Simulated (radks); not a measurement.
Values are calculated unless marked as measured or tabulated.
Question: Valence configurations of the thallium ion Tl+. Code: a radial shooting solver on a logarithmic mesh with Libxc functionals. Model: scalar-relativistic Kohn-Sham, PBEsol, spin-polarised, spherical densities, finite nucleus; open shells are filled with parallel spins first (spin-orbit coupling, left out, can overturn this in heavy ions); Fermi nuclear charge, rms radius 5.4759 fm. Order these by energy: [Hg]; [Xe] 4f14 5d10 6s1 6p1; [Xe] 4f14 5d9 6s2 6p1; [Xe] 4f13 5d9 6s1 6p3; [Xe] 4f13 5d10 6s2 6p1; [Xe] 4f14 5d9.5 6s2 6p0.5; [Xe] 4f14 5d10 6s1.5 6p0.5; [Xe] 4f14 5d9 6s1 6p2; [Xe] 4f13 5d9 6s2 6p2; [Xe] 4f14 5d10 6p2.

Answer: From the lowest, in eV above it: [Hg] 0.000; [Xe] 4f14 5d10 6s1.5 6p0.5 3.940; [Xe] 4f14 5d10 6s1 6p1 7.567; [Xe] 4f14 5d9.5 6s2 6p0.5 7.567; [Xe] 4f14 5d9 6s2 6p1 15.658; [Xe] 4f14 5d10 6p2 16.167; [Xe] 4f14 5d9 6s1 6p2 23.145; [Xe] 4f13 5d10 6s2 6p1 121.26; [Xe] 4f13 5d9 6s2 6p2 141.00; [Xe] 4f13 5d9 6s1 6p3 148.83. NIST lists [Hg] as the ground configuration; this level of theory agrees among the configurations tried. The energies are those of spherical high-spin densities, not of single terms.
